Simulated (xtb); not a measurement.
CH₃O, doublet, from a rough starting geometry; GFN2-xTB (xtb).

Here is a job for xtb.
```
$ xtb mol.xyz --gfn 2 --uhf 1 --opt vtight --json

# file mol.xyz
5

C     -0.03092158    -0.00622183    -0.01450903
O      1.32614244    -0.15871490    -0.04139578
H     -0.34877541    -0.10856373     1.01623161
H     -0.26359335     1.03343283    -0.28322851
H     -0.56178226    -0.68723207    -0.72856623
```

What the program printed (banner, timings and long lists left out):

```
   ID    Z sym.   atoms
    1    6 C      1
    2    8 O      2
    3    1 H      3-5

           -------------------------------------------------
          |                Calculation Setup                |
           -------------------------------------------------

           -------------------------------------------------
          |                 G F N 2 - x T B                 |
           -------------------------------------------------

          ...................................................
          :                      SETUP                      :
          :.................................................:
          :  # basis functions                  11          :
          :  # atomic orbitals                  11          :
          :  # shells                            7          :
          :  # electrons                        13          :
          :  max. iterations                   250          :
          :  Hamiltonian                  GFN2-xTB          :
          :  restarted?                      false          :
          :  GBSA solvation                  false          :
          :  PC potential                    false          :
          :  electronic temp.          300.0000000     K    :
          :  accuracy                    1.0000000          :
          :  -> integral cutoff          0.2500000E+02      :
          :  -> integral neglect         0.1000000E-07      :
          :  -> SCF convergence          0.1000000E-05 Eh   :
          :  -> wf. convergence          0.1000000E-03 e    :
          :  Broyden damping             0.4000000          :
          :  net charge                          0          :
          :  unpaired electrons                  1          :
          ...................................................

 iter      E             dE          RMSdq      gap      omega  full diag
   1     -7.6659147 -0.766591E+01  0.385E+00   14.36       0.0  T
   2     -7.6769991 -0.110845E-01  0.200E+00   13.68       1.0  T
   3     -7.6776101 -0.610970E-03  0.103E+00   13.99       1.0  T
   4     -7.6781851 -0.574993E-03  0.172E-01   13.87       1.0  T
   5     -7.6781870 -0.197489E-05  0.544E-02   13.87       1.0  T
   6     -7.6781892 -0.219197E-05  0.129E-02   13.87       3.5  T
   7     -7.6781895 -0.227551E-06  0.544E-03   13.87       8.2  T
   8     -7.6781895 -0.228152E-07  0.853E-04   13.87      52.5  T
   9     -7.6781895 -0.165007E-09  0.327E-04   13.87     136.7  T

[...]
         :: total energy              -7.620846958319 Eh    ::
 * total energy  :    -7.6208470 Eh     change       -0.9230749E-10 Eh
 * total energy  :    -7.6227434 Eh     change       -0.1896447E-02 Eh
 * total energy  :    -7.6234597 Eh     change       -0.7163075E-03 Eh
 * total energy  :    -7.6235181 Eh     change       -0.5841592E-04 Eh
 * total energy  :    -7.6235304 Eh     change       -0.1223662E-04 Eh
 * total energy  :    -7.6235358 Eh     change       -0.5429059E-05 Eh
 * total energy  :    -7.6235391 Eh     change       -0.3281330E-05 Eh
 * total energy  :    -7.6235406 Eh     change       -0.1514772E-05 Eh
 * total energy  :    -7.6235407 Eh     change       -0.8544963E-07 Eh
   *** GEOMETRY OPTIMIZATION CONVERGED AFTER 9 ITERATIONS ***
         :: total energy              -7.623540675642 Eh    ::
[...]
        10                          0.1780453               4.8449
        11                          0.2593488               7.0572
      -------------------------------------------------------------
                  HL-Gap            0.5125856 Eh           13.9482 eV
             Fermi-level           -0.2822593 Eh           -7.6807 eV

     #   Z          covCN         q      C6AA      α(0)
     1   6 C        3.619     0.079    19.712     6.403
     2   8 O        0.855    -0.343    20.573     6.081
     3   1 H        0.921     0.111     1.687     2.031
     4   1 H        0.921     0.111     1.687     2.031
     5   1 H        0.923     0.042     2.427     2.436

 Mol. C6AA /au·bohr⁶  :        171.345659
 Mol. C8AA /au·bohr⁸  :       3426.875213
 Mol. α(0) /au        :         18.983253

Wiberg/Mayer (AO) data.
largest (>0.10) Wiberg bond orders for each atom

 ---------------------------------------------------------------------------
     #   Z sym  total        # sym  WBO       # sym  WBO       # sym  WBO
 ---------------------------------------------------------------------------
     1   6 C    3.958 --     2 O    1.309     5 H    0.958     4 H    0.846
                             3 H    0.846
     2   8 O    1.523 --     1 C    1.309
     3   1 H    0.965 --     1 C    0.846
     4   1 H    0.965 --     1 C    0.846
     5   1 H    0.989 --     1 C    0.958
 ---------------------------------------------------------------------------

Topologies differ in total number of bonds
Writing topology from bond orders to xtbtopo.mol

molecular dipole:
                 x           y           z       tot (Debye)
 q only:       -1.028       0.246       0.132
   full:       -1.251       0.293       0.155       3.289
molecular quadrupole (traceless):
                xx          xy          yy          xz          yz          zz
 q only:       -2.462       0.333       1.214       0.038      -0.134       1.247
  q+dip:       -4.114       0.618       2.028       0.094      -0.122       2.086
   full:       -3.897       0.565       1.890       0.045      -0.471       2.008

optimized geometry written to: xtbopt.xyz

           -------------------------------------------------
          | TOTAL ENERGY               -7.623540675642 Eh   |
          | GRADIENT NORM               0.000069341941 Eh/α |
          | HOMO-LUMO GAP              13.948164576788 eV   |
           -------------------------------------------------

normal termination of xtb
```
